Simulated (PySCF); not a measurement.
B(H)(F)(OEt) (C2H6BFO), SMILES CCOBF.

Geometry: B3LYP-D3(BJ)/def2-SVP. This is a generated structure with no PubChem entry under its InChIKey; it may be hypothetical. The values are those of a single conformer.

Two levels are set side by side: PBE/def2-TZVP (PySCF) and ωB97X/def2-TZVP (PySCF). Same geometry, gas phase. Differences are taken from unrounded values.

```json
[
 {"quantity": "orbital gap (eV)", "ωB97X": "14.33"},
 {"quantity": "highest occupied level (eV)", "ωB97X": "-11.67"},
 {"quantity": "lowest empty level (eV)", "ωB97X": "2.66"},
 {"quantity": "dipole moment (D)", "ωB97X": "1.59"},
 {"quantity": "mean polarisability (bohr³)", "ωB97X": "42.6"}
]
```

Question: What does PBE give, and how far is it from ωB97X? (The exact figures need the calculation; the answer reports its results.)

Answer: 
```json
[
 {"quantity": "orbital gap (eV)", "PBE": "7.15", "PBE minus ωB97X": "-7.19"},
 {"quantity": "highest occupied level (eV)", "PBE": "-7.69", "PBE minus ωB97X": "3.98"},
 {"quantity": "lowest empty level (eV)", "PBE": "-0.54", "PBE minus ωB97X": "-3.21"},
 {"quantity": "dipole moment (D)", "PBE": "1.65", "PBE minus ωB97X": "0.06"},
 {"quantity": "mean polarisability (bohr³)", "PBE": "44.9", "PBE minus ωB97X": "2.3"}
]
```

PBE's occupied levels lie high since its potential decays too fast outside the molecule; exact exchange lowers them and widens the gap. PBE's more diffuse valence density responds more strongly to a field. Differences between two approximate levels are no errors against the true value.

Rough cost on one machine, each run with all the roots and properties that it gave: ωB97X against PBE within a factor of 2.
